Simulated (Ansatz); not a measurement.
Isolated molecules relaxed with PBE0-D4/def2-TZVP in Ansatz; ΔE leaves out vibrations. CCSD(T)/CBS adds triple-zeta CCSD(T) − MP2 to the extrapolated MP2 energy (def2 sets, frozen cores). Functionals use def2-TZVPP. For Ge, V outer-core shells are correlated without core-valence functions, which leaves a few kJ/mol of doubt a bond. Scalar relativity is left out up to krypton. Each species was taken in one conformer, which may not be the lowest.

`[F][Ge][F]` + `[O]=[V]([OH])([F])[Cl]` → `[OH][Ge][F]` + `[O]=[V]([F])([F])[Cl]`  (redistribution)

`[F][Ge][F]`:

```xyz
3

F    -0.242    1.343   -0.013
Ge   -0.320   -0.284   -0.639
F     0.562   -1.059    0.652
```

`[O]=[V]([OH])([F])[Cl]`:

Z-matrix (Å, degrees):
```
V
O 1 1.738
F 1 1.722 2 110.3
O 1 1.545 2 108.3 3 119.5
Cl 1 2.146 2 109.8 3 -122.2
H 2 0.963 1 122.9 3 -122.1
```

`[OH][Ge][F]`:

Z-matrix (Å, degrees):
```
O
Ge 1 1.771
H 1 0.964 2 113.8
F 2 1.767 1 97.0 3 0.0
```

`[O]=[V]([F])([F])[Cl]`:

Z-matrix (Å, degrees):
```
V
O 1 1.540
F 1 1.711 2 108.5
Cl 1 2.130 2 108.3 3 -119.7
F 1 1.712 2 108.5 3 120.6
```

```json
{"level": "B97M-V", "ΔE (kcal/mol)": "2.0"}
{"level": "MP2/def2-TZVPP", "ΔE (kcal/mol)": "3.1"}
```

(1) What does CCSD(T)/CBS give? (Best estimate.)

Largest T1 diagnostic among the species: 0.032, so the coupled-cluster value is less sure than usual.

Results:

(1) Computed: +3.6 kcal/mol. The listed levels differ from it by -1.6, -0.5 kcal/mol.

Leaving LDA and LC-ωPBE aside and taking each functional with its dispersion term where it has one, the values, not all of them listed here, spread over 1.2 kcal/mol, from r2SCAN-D4 to BHLYP-D4.
